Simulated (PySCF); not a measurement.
C3H2O, SMILES C#CC=O. Atoms are numbered in the order given.

```xyz
6

C     -0.1340    -1.8760     0.0000
C      0.0892    -0.6834     0.0000
C      0.4082     0.7342     0.0000
O     -0.4172     1.6159     0.0000
H     -0.3472    -2.9297     0.0000
H      1.5045     0.9541     0.0000
```

The structure is a stationary point at B3LYP-D3(BJ)/def2-SVP.

Two levels are set side by side: PBE/pcJ-1 (PySCF) and PBE0/pcJ-1 (PySCF). One-bond couplings, all four terms, same geometry. Isotopes: 13C, 17O, 1H. Differences are taken from unrounded values.

```csv
quantity,PBE0
"¹J(C1,C2) (Hz)",198.1
"¹J(C2,C3) (Hz)",91.9
"¹J(C1,H5) (Hz)",264.4
"¹J(C3,H6) (Hz)",190.2
```

Problem. What does PBE give, and how far is it from PBE0? (The exact figures need the calculation; the answer reports its results.)

Solution. 
| quantity | PBE | PBE minus PBE0 |
|---|---|---|
| ¹J(C1,C2) (Hz) | 183.9 | -14.1 |
| ¹J(C2,C3) (Hz) | 82.1 | -9.7 |
| ¹J(C1,H5) (Hz) | 256.3 | -8.1 |
| ¹J(C3,H6) (Hz) | 182.3 | -7.8 |

Rough cost on one machine, each run with all the roots and properties that it gave: PBE0 against PBE about 3 times.
